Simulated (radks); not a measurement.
Values are calculated unless marked as measured or tabulated.
Task: The table gives one normalised radial function P(r) = r R(r) (large component) of Gd3+ in [Xe] 4f6 6s1 (r in bohr). Code: a radial shooting solver on a logarithmic mesh with Libxc functionals. Model: Dirac Kohn-Sham, BLYP, spin-unpolarised, spherical densities, finite nucleus; open shells fill j = l - 1/2 first; Fermi nuclear charge, rms radius 5.1569 fm.

r	P
0.00404	0.0533
0.006323	0.0661
0.009897	0.0720
0.01549	0.0593
0.02425	0.0141
0.03795	-0.0613
0.05892	-0.1142
0.09223	-0.0487
0.1444	0.1251
0.2259	0.1163
0.3536	-0.1778
0.5535	-0.1330
0.8663	0.3222
1.356	0.1788
2.122	-0.5205
3.322	-0.6269
5.158	-0.1976
8.073	-0.0122

Which n and l does it have? It may be an empty orbital.

Result: n = 6, l = 0: the number of nodes gives n - l - 1 = 5, the rise at small r points to l (this Dirac orbital starts outside the nucleus as r^gamma with gamma = sqrt((l + 1)^2 - (Z/c)^2) = 0.88; the j = 1/2 orbital of l + 1 starts with the same power, but with a smaller coefficient, and then steepens), and the extent must fit the shell. The curve is that of 6s1/2. 6s1/2: eigenvalue -25.007 eV, 5 radial nodes at r = 0.0266, 0.105, 0.274, 0.633, 1.53 bohr, <r> = 3.00 bohr, 90 % of the charge inside 4.24 bohr.
